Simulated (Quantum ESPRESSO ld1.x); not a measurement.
Problem. Radial electron density D(r) = 4 pi r^2 rho(r) of an atom or ion with 22 electrons. Calculated with ld1.x of Quantum ESPRESSO 7.5: scalar-relativistic Kohn-Sham, relativistic LDA (MacDonald-Vosko exchange, VWN5 correlation), spin-unpolarised, spherical densities, point nucleus.

r (bohr),D(r) (e/bohr)
0.002643,1.131
0.003333,1.717
0.004204,2.582
0.005344,3.888
0.006739,5.683
0.008499,8.147
0.0108,11.52
0.01363,15.61
0.01718,20.34
0.02167,25.26
0.02755,29.68
0.03474,32.25
0.04381,32.34
0.05525,30.06
0.07024,26.90
0.08858,25.81
0.1117,28.53
0.1409,33.74
0.1791,36.71
0.2259,32.77
0.2848,23.42
0.3621,15.36
0.4567,14.31
0.5759,16.95
0.7263,16.67
0.9233,11.53
1.164,5.585
1.468,1.857
1.852,0.4139
2.354,0.05495
2.969,0.004486

What is the nuclear charge?

Solution. Z = 27. The innermost maximum, from 1s, lies near gamma/Z bohr with gamma = sqrt(1 - (Z/c)^2) = 0.980, here 0.0363 bohr (found: 0.0392), and its height grows with Z. The density is that of the cobalt ion Co5+ in [Ar] 3d4; the configuration itself is not fixed sharply by these data, and Z only to about a unit. D(r) has 3 maxima, at r = 0.0392, 0.178, 0.639 bohr, and minima at 0.0851, 0.418 bohr, inside which lie 2.11, 10.66 electrons.
